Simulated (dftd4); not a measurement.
CH4N, charge -1, singlet, geometry from GFN2-xTB; dftd4 with D4 for r2scan.

dftd4 was given this input:
```
$ dftd4 mol.xyz --func r2scan --charge -1 --json dftd4.json --noedisp --grad

# file mol.xyz
6

C     -0.08198403     0.82858640    -0.00681169
N      0.04689124    -0.73190230     0.00619811
H     -0.49812098    -1.02854792     0.82390464
H     -0.50963896    -1.04302318    -0.79826373
H      0.59202741     1.11962037     0.87526805
H      0.57939804     1.10374838    -0.90342560
```

Output, abridged:

```
                    ____  _____ _____     ____  _  _
      -------------|  _ \|  ___|_   _|---|  _ \| || |------------
     |             | | | | |_    | | ___ | | | | || |_           |
     |             | |_| |  _|   | ||___|| |_| |__   _|          |
     |             |____/|_|     |_|     |____/   |_|            |
     |             ===================================           |
     |            E. Caldeweyher, S. Ehlert & S. Grimme          |
     |          Mulliken Center for Theoretical Chemistry        |
     |                    University of Bonn                     |
      -----------------------------------------------------------

Rational (Becke-Johnson) damping: r2scan-D4-ATM
---------------------
  s6         1.0000
  s8         0.6019
  s9         1.0000
  a1         0.5156
  a2         5.7734
 alp        16.0000
--------------------

Dispersion energy:      -6.0751247288232E-04 Eh

Gradient norm:           7.5293776253411E-05 Eh/a0
--------------------------------------------------
     #    Z           dE/dx      dE/dy      dE/dz
--------------------------------------------------
     1    6 C     8.420E-06  4.016E-05 -4.182E-07
     2    7 N    -1.905E-05 -3.770E-05  4.717E-07
     3    1 H     1.400E-05  9.688E-06 -1.979E-05
     4    1 H     1.428E-05  1.004E-05  1.941E-05
     5    1 H    -8.930E-06 -1.122E-05 -1.459E-05
     6    1 H    -8.720E-06 -1.096E-05  1.492E-05
--------------------------------------------------

Virial:
--------------------------------------------------
      component           x          y          z
--------------------------------------------------
          x      -4.946E-05 -5.291E-05  4.437E-08
          y      -5.291E-05  2.981E-05 -8.693E-07
          z       4.437E-08 -8.693E-07 -1.097E-04
--------------------------------------------------

[Info] Dispersion results written to 'dftd4.txt'
[Info] JSON dump of results written to 'dftd4.json'
```
